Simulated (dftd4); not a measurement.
C₄H₁₂O₃Si (SMILES CO[Si](C)(OC)OC), singlet, geometry from GFN2-xTB; D4 for bp86 run with dftd4.

dftd4 was given this input:
```
$ dftd4 mol.xyz --func bp86 --charge 0 --json dftd4.json --noedisp --property

# file mol.xyz
20

C     -2.35120043    -1.27674156    -0.34643132
O     -1.49905331    -0.17147283    -0.46403798
Si     0.00031971     0.00348305     0.13674299
C      0.00478463     0.05212581     2.04643346
O      0.60965432     1.36457226    -0.50809365
C      0.07656315     2.65852392    -0.45234479
O      0.88609113    -1.22913671    -0.44267421
C      2.27194248    -1.41114068    -0.35381704
H     -1.83637703    -2.19297873    -0.63796567
H     -2.70483729    -1.38018781     0.68219784
H     -3.20270831    -1.10950683    -1.00685516
H     -0.72291189     0.76219536     2.43016166
H      0.97631051     0.34314263     2.43686273
H     -0.23624012    -0.91840604     2.47183131
H     -0.96874424     2.65837143    -0.76356558
H      0.65935611     3.28562621    -1.12783560
H      0.14473364     3.05763078     0.56249737
H      2.80022780    -0.51870423    -0.69145256
H      2.53604404    -2.25573748    -0.99107630
H      2.56459478    -1.62851473     0.67620299
```

The log (banner, timings and long lists left out):

```
                    ____  _____ _____     ____  _  _
      -------------|  _ \|  ___|_   _|---|  _ \| || |------------
     |             | | | | |_    | | ___ | | | | || |_           |
     |             | |_| |  _|   | ||___|| |_| |__   _|          |
     |             |____/|_|     |_|     |____/   |_|            |
     |             ===================================           |
     |            E. Caldeweyher, S. Ehlert & S. Grimme          |
     |          Mulliken Center for Theoretical Chemistry        |
     |                    University of Bonn                     |
      -----------------------------------------------------------

Rational (Becke-Johnson) damping: bp86-D4-ATM
---------------------
  s6         1.0000
  s8         3.3550
  s9         1.0000
  a1         0.4365
  a2         4.9241
 alp        16.0000
--------------------

Atomic data, radii in Ångström:
------------------------------------------------------
   Z          R(cov)      r4/r2   hardness         EN
------------------------------------------------------
   6 C        1.0000     1.6431     0.4220     2.5500
   8 O        0.8400     1.3725     0.5869     3.4400
  14 Si       1.3867     2.5839     0.3054     1.9000
   1 H        0.4267     1.0622     0.4726     2.2000
------------------------------------------------------

Atomic reference systems (in atomic units):
----------------------------------------------------------------------------
   Z        #      CN     q+Z       C6(AA)   #      CN     q+Z       C6(AA)
----------------------------------------------------------------------------
   6 C      1  0.0000  6.0000      49.3833   2  0.9189  5.8288      52.1688
            3  1.9079  5.8579      35.6972   4  2.8312  5.7775      35.8445
            5  3.7487  5.7435      28.6317   6  2.9183  5.8956      32.2504
            7  0.8556  6.2103      25.6194
   8 O      1  0.0000  8.0000      15.5711   2  0.8042  7.6453      20.8489
            3  1.6112  7.4012      24.8631   4  0.9798  8.0000      14.9880
  14 Si     1  0.0000 14.0000     321.4498   2  0.8915 14.0165     270.4983
            3  1.8234 13.9936     236.2774   4  2.8003 13.9692     228.3542
            5  3.6668 13.9341     158.2713
   1 H      1  0.0000  1.0000       7.6362   2  0.8942  1.0000       3.0374
----------------------------------------------------------------------------

Atomic properties (in atomic units):
----------------------------------------------------------------------------
     #    Z              CN          q      C6(AA)        C8(AA)   alpha(0)
----------------------------------------------------------------------------
     1    6 C        3.6851    -0.1018     25.3070      731.9229     7.2844
     2    8 O        1.6206    -0.3644     20.0358      404.3337     6.0537
     3   14 Si       3.3659     0.4238    151.1002    10807.6884    23.5743
     4    6 C        3.6478    -0.2597     29.1707      843.6685     7.8448
     5    8 O        1.6206    -0.3644     20.0358      404.3337     6.0537
     6    6 C        3.6851    -0.1018     25.3070      731.9229     7.2844
     7    8 O        1.6206    -0.3644     20.0358      404.3337     6.0537
     8    6 C        3.6851    -0.1018     25.3070      731.9229     7.2844
     9    1 H        0.9244     0.1116      1.6825       20.3384     2.0284
    10    1 H        0.9242     0.0955      1.8267       22.0823     2.1136
    11    1 H        0.9245     0.1059      1.7320       20.9368     2.0581
    12    1 H        0.9249     0.0984      1.7996       21.7539     2.0978
    13    1 H        0.9249     0.0984      1.7996       21.7539     2.0978
    14    1 H        0.9249     0.0984      1.7996       21.7539     2.0978
    15    1 H        0.9244     0.1116      1.6825       20.3384     2.0284
    16    1 H        0.9245     0.1059      1.7320       20.9368     2.0581
    17    1 H        0.9242     0.0955      1.8267       22.0823     2.1136
    18    1 H        0.9244     0.1116      1.6825       20.3384     2.0284
    19    1 H        0.9245     0.1059      1.7320       20.9368     2.0581
    20    1 H        0.9242     0.0955      1.8267       22.0823     2.1136
----------------------------------------------------------------------------

Molecular properties (in atomic units):
----------------------------------------
 molecular C6                3802.8638
 molecular C8              106787.3089
----------------------------------------

Dispersion energy:      -2.2886417125502E-02 Eh

[Info] JSON dump of results written to 'dftd4.json'
```
